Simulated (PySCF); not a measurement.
C9H11N: full NMR table

| Property | Result |
| --- | --- |
| Formula | C9H11N |
| SMILES | c1ccc2c(c1)CCCN2 |
| Point group of the computed structure | C1 |
| Degrees of unsaturation | 5 |
| Carbon signals | 9 |
| Proton signals | 8 |

Atom-mapped SMILES (the numbers label the heavy atoms): `[cH:1]1[cH:2][cH:3][c:4]2[c:5]([cH:6]1)[CH2:7][CH2:8][CH2:9][NH:10]2`. Hydrogens are named by the atom that carries them.

PySCF 2.14.0 with density-fitted response routines calculation with GFN2-xTB geometry and shielding tensors at PBE0/pcSseg-1 (GIAO); averaged over atoms made equivalent by symmetry, fast rotation or ring inversion, one conformer, no relativistic terms, no solvent model.

Referencing at the same level of theory: TMS for ¹H (σref 31.72), ¹³C (σref 186.93); ¹⁵N (σref 267.73) against NH3.

```tsv
carbon	δC, type	δH (multiplicity)	HMBC from (2–3 bonds)	span of the C tensor (ppm)
C1	121.6, CH	6.81 (m)	H(C2), H(C6), H(C3)	214
C2	132.7, CH	7.22 (m)	H(C6), H(C1), H(C3)	230
C3	117.6, CH	6.50 (d)	H(C2), H(C1)	179
C4	148.8, C	–	H(C2), H(C6), H(C3), H(C9), H(C7)	200
C5	122.9, C	–	H(C6), H(C1), H(C3), H(C7), H(C8)	192
C6	135.4, CH	7.20 (d)	H(C2), H(C1), H(C7)	216
C7	31.4, CH2	2.84 (m)	H(C6), H(C9), H(C8)	14
C8	26.0, CH2	1.94 (m)	H(C9), H(C7)	15
C9	45.6, CH2	3.39 (m)	H(C7), H(C8)	28
```

Other nuclei:
```tsv
atoms	nucleus	environment	δ (ppm)	σ (ppm)
H(N10)	¹H	hydrogen on an aniline-type nitrogen	3.26	28.46
N10	¹⁵N	aniline-type nitrogen	86.1	181.7
```

Carbon types of the structure: 2 × C, 4 × CH, 3 × CH2, leaving 1 H on heteroatoms. δC 148.8: aromatic carbon bearing nitrogen; an ipso carbon deshielded by its heteroatom. δC 135.4, 132.7, 121.6, 117.6: aromatic CH. δC 122.9: substituted aromatic carbon. δC 26.0: sp3 CH2 in a ring; saturated and bonded to C and H only. δH 2.84: hydrogen on an sp3 CH2 on an aromatic ring; benzylic-type position, deshielded by the ring.

OH and NH positions are those of a molecule without intermolecular hydrogen bonds; in solution they move with solvent, concentration and temperature, and exchange usually removes their couplings. Shifts are as computed. Against solution values, carbons near 30 ppm lie about +3 ppm off and those near 130 ppm about +5 ppm. Of 1211 compounds with measured shifts, 218 miss one by over three times the rms of a fit or turn the order of signals round; such compounds aren't used in these exercises. Experimental scales use liquid or dissolved standards, which lie at an offset from isolated NH3 (liquid NH3: subtract about 20 ppm). No couplings were computed; multiplicities are counted from neighbouring protons, with m where these are inequivalent, close in shift, in a saturated or five-membered ring or joined by F or P, and br s for small geminal =CH2 splittings.
